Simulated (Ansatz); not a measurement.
Consider the ligand exchange at a Ge–C bond: `C=[C](S)[GeH3]` + `OC(O)=S` → `OC(=S)[O][GeH3]` + `C=CS`.

Program: Ansatz. Geometries: PBE0-D4/def2-TZVP. ΔE: electronic, gas phase. CBS: MP2 limit from def2 TZ/QZ plus the TZ coupled-cluster correction, frozen cores. This one scheme is used for every species. DFT in def2-TZVPP. For Ge outer-core shells are correlated without core-valence functions, which leaves a few kJ/mol of doubt a bond. Scalar relativity is left out up to krypton. One conformer a species, not always the lowest.

```json
{"level": "PBE-D4", "ΔE (kcal/mol)": "-8.5"}
{"level": "B2PLYP", "ΔE (kcal/mol)": "-11.1"}
{"level": "CCSD(T)/def2-TZVPP", "ΔE (kcal/mol)": "-9.6"}
{"level": "CCSD/CBS(def2)", "ΔE (kcal/mol)": "-9.7"}
```

What does CCSD(T)/CBS give? (An estimate is asked.)

Computed: -9.1 kcal/mol. The listed levels differ from it by 0.6, -2.0, -0.5, -0.6 kcal/mol.

Largest T1 diagnostic among the species: 0.016.

In def2-TZVPP, CCSD(T) changes the Hartree–Fock value by +4.9 kcal/mol (the triples alone add +0.6 kcal/mol) and MP2 by +5.5 kcal/mol.
